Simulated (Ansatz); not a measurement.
`[F][Sn]([F])([F])[O][SiH3]` + `BC(C)B[SiH3]` → `BC([SiH3])B[SiH3]` + `C[O][Sn]([F])([F])[F]`  (redistribution)

Program: Ansatz. Geometries: PBE0-D4/def2-TZVP. ΔE: electronic, gas phase. CBS: MP2 limit from def2 TZ/QZ plus the TZ coupled-cluster correction, frozen cores. Functionals use def2-TZVPP. Elements past krypton have def2 core potentials. For Sn outer-core shells are correlated without core-valence functions, which leaves a few kJ/mol of doubt a bond. One conformer a species, not always the lowest.

CCSD(T)/CBS gives +28.1 kcal/mol.

(1) Another level gave +22.0 kcal/mol. Which?
A. PBE-D4/def2-TZVPP
B. ωB97M-V/def2-TZVPP
C. r2SCAN-D4/def2-TZVPP
D. B2PLYP/def2-TZVPP

Largest T1 diagnostic among the species: 0.015.

## Answers

(1) A. PBE-D4 22.0, r2SCAN-D4 25.7, B2PLYP 29.1, ωB97M-V 27.0 kcal/mol.

The D4 term adds −1.9 kcal/mol with B3LYP and −1.0 kcal/mol with PBE0; it sums over pairs of atoms, weighted by their polarisabilities, and B3LYP, whose exchange is more repulsive, gets the larger term. From PBE to PBE0 (25 % exact exchange), in def2-TZVPP and without D4, ΔE moves by +2.4 kcal/mol.

B3LYP here is the variant with VWN-RPA as its local correlation; programs differ in this.
